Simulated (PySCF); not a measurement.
Dipole response of Be⁺ (beryllium, charge +1)

[He] 2s1, 2S determinant. Calculation: PySCF 2.14, in aug-cc-pCVQZ-DK (9s8p6d4f2g, 109 functions); scalar relativity by spin-free X2C-1e. Coupled (time-dependent) response in atomic units; α is the mean over directions.

```tsv
method	mean α (bohr³)	C₆ (like pair)	S(−4)
UHF	24.91	71.03	1135
PBE	21.56	57.45	851.7
PBE0	22.27	60.22	908.2
wB97M-V	19.81	46.04	883.5
BLYP	20.92	54.57	813.3
```

S(−4) is the Cauchy moment in α(ω) = α(0) + S(−4) ω² + …

α(iu) at UHF:

| u (hartree) | α(iu) (bohr³) |
| --- | --- |
| 0 | 24.91 |
| 0.0500 | 22.37 |
| 0.100 | 17.19 |
| 0.200 | 9.125 |
| 0.300 | 5.294 |
| 0.500 | 2.417 |
| 0.750 | 1.257 |
| 1.00 | 0.7855 |
| 1.50 | 0.4069 |
| 2.00 | 0.2584 |
| 3.00 | 0.1397 |
| 5.00 | 0.06590 |

A single London oscillator, α(iu) = α/(1 + u²/ω²), gives C₆ = (3/4) ω α². Matching the computed C₆ needs ω = 4 × 71.03 / (3 × 24.91²) = 0.153 hartree.

For an ion, C₆ is the dispersion term alone; charge-induced terms of lower order in 1/R come first.
